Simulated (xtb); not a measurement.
C₂H₇BrGe, SMILES [CH3][GeH]([Br])[CH3]. All values are semi-empirical tight-binding results from xtb (GFN2-xTB unless named), good for trends rather than for accurate numbers. The structure is a stationary point at GFN2-xTB.

Optimised geometry:

```xyz
11

Ge     0.7580    -0.3240     0.0000
C      1.4828     0.4640     1.6645
C      1.4828     0.4640    -1.6645
Br    -1.5037     0.0836     0.0000
H      0.8472    -1.8457     0.0000
H      2.5485     0.2701     1.7437
H      0.9908     0.0484     2.5409
H      1.3278     1.5412     1.6658
H      0.9908     0.0484    -2.5409
H      2.5485     0.2701    -1.7437
H      1.3278     1.5412    -1.6658
```

For metal compounds this method's bond lengths and energies can be far off.

Computed properties:
| Item | Result |
|---|---|
| point group as xtb finds it | Cs |
| orbital gap | 6.53 eV |
| zero-point energy | 49.7 kcal/mol |
| G − E(el) at 298.15 K (modified RRHO) | 28.7 kcal/mol |

Computed atomic charges and the Wiberg bond orders between heavy atoms:
charges (e) Ge1 0.22, C2 -0.14, C3 -0.14, Br4 -0.20, H5 -0.04, H6 0.04, H7 0.05, H8 0.05, H9 0.05, H10 0.04, H11 0.05. Bond orders Ge1–C2 0.89, Ge1–C3 0.89, Ge1–Br4 1.07.
